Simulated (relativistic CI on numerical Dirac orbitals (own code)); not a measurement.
How well does a small relativistic CI reproduce Nd³⁺?

Method of calculation: Dirac-Coulomb-Breit CI, orbitals from a KLI potential per configuration, model QED (radiative potential, 1s self-energy scaled to tabulated hydrogen-like ionisation energies), valence Slater integrals scaled by 0.85, configuration energies shifted to the measured levels that pair with them (semi-empirical) (own radial code, finite nucleus).

Configurations in the expansion (outside the closed core [Kr] 4d10 5s2): 4f3.5p6, 4f2.5p6.5d, 4f.5p6.5d2, 4f2.5p6.6s, 4f3.5p5.5d, 4f2.5p6.6p, 4f5.5p4, 4f4.5p5, 4f2.5p6.6d, 4f2.5p6.7s, 4f2.5p6.5f, 4f2.5p6.7p, 4f.5p6.5d.6s, 4f.5p6.5f2, 4f3.5p5.6s, 4f2.5p6.6f, 4f2.5p6.7d, 4f.5p6.5d.5f, 4f2.5p6.5g, 4f.5p6.5d.6p, 4f2.5p5.6s.6p, 4f2.5p6.7f, 4f.5p6.6s2, 4f.5p6.5g.6p, 4f.5p6.5g2, 4f.5p6.5d.5g, 4f.5p6.6s.6p, 4f.5p6.5f.5g, 4f.5p6.6p2, 4f2.5p5.6s2. Levels of other configurations are missing.

```tsv
Configuration	Term (tabulated)	J	Measured (cm⁻¹)	Computed	Error	Purity (%)
4f3.5p6	4I°	9/2	0.0	0	0	96
4f3.5p6	4I°	11/2	1897.1	1764	-133	98
4f3.5p6	4I°	13/2	3907.4	3648	-260	98
4f3.5p6	4I°	15/2	5988.5	5611	-377	98
4f3.5p6	4F°	3/2	11698.5	12828	1129	94
4f3.5p6	4F°	5/2	12747.9	13784	1036	97
4f3.5p6	2H°2	9/2	12800.3	12854	54	74
4f3.5p6	4F°	7/2	13719.8	14630	910	89
4f3.5p6	4S°	3/2	13792.5	14796	1003	94
4f3.5p6	4F°	9/2	14994.9	15656	661	79
4f3.5p6	2H°2	11/2	16161.5	15877	-284	95
4f3.5p6	2G°2	7/2	17655.1	18032	377	80
4f3.5p6	4G°	5/2	17707.2	19444	1737	98
4f3.5p6	4G° †	7/2	19540.8	20823	1282	88
4f3.5p6	4G° †	9/2	19969.8	22255	2285	77
4f3.5p6	2K°	13/2	20005.2	19954	-51	98
4f3.5p6	2G°2	9/2	21493.4	20582	-911	57
4f3.5p6	2K°	15/2	22043.8	21897	-146	95
4f3.5p6	4G°	11/2	22047.4	23403	1356	95
4f3.5p6	2D°1	5/2	24333.1	24957	624	97
4f3.5p6	4D°	5/2	29190.9	31981	2790	78
4f3.5p6	2I°	11/2	30179.9	31281	1101	87
4f3.5p6	2L°	15/2	31036.0	31986	950	96
4f3.5p6	4D°	7/2	31355.0	34061	2706	97
4f3.5p6	2I°	13/2	31582.8	32446	863	98
4f3.5p6	2L°	17/2	32563.6	33489	926	99
4f3.5p6	2H°1	9/2	33741.2	35546	1805	98
4f3.5p6	2H°1	11/2	35136.6	36738	1602	86
4f3.5p6	2D°2	5/2	35213.9	37560	2346	62
4f3.5p6	2F°2	5/2	39568.4	41665	2097	80
4f3.5p6	2F°2	7/2	41012.7	43208	2195	96
4f3.5p6	2G°1	9/2	49172.4	52579	3407	98
```

Measured levels from measured levels as listed in Arab et al., J. Quant. Spectrosc. Radiat. Transfer 229, 145 (2019) and Gaigalas et al. (2019), from Wyart et al. (2007); pairs were made by configuration, J and term (by order where the table uses no LS term), so strongly mixed levels may be paired wrongly.

Mean error by configuration (cm⁻¹): 4f3.5p6 1018. Over the excited levels the mean absolute error is 1167 cm⁻¹ (31 of the 32 excited levels that our extract of the source holds in range could be paired, and the others can miss by more), and the median relative error of those above 1,000 cm⁻¹ is 5.3 %, both after the shifts were fitted to these levels, so that a configuration with one level shows no error. † marks terms whose computed intervals miss the measured ones by more than a factor of 2.5, or configurations far off the rest, from wrong mixing, a near crossing or a doubtful label or measurement; they are left out of the means.

Configurations whose levels could be paired with our table of measured levels were shifted onto them, all but the ground configuration, by the median error of their levels; single terms can still be off by 1,000 to 2,000 cm⁻¹ or more, and rates follow the energies as ν³ (E1, M1) or ν⁵ (E2). The others borrow a shift and can be off by several thousand cm⁻¹ or more. The fine structure of a lone outer electron comes out too small, for d and f at times inverted, and misplaced configurations move strength between like terms. 31 of the 32 excited levels that our extract of the measured tables holds in this range could be paired (the sources list more); they are missed by 1207 cm⁻¹ on average and 3407 at most, after the shifts were fitted to these levels, and levels without a partner can miss by more.

Shifts applied (cm⁻¹): 4f3.5p6 0.
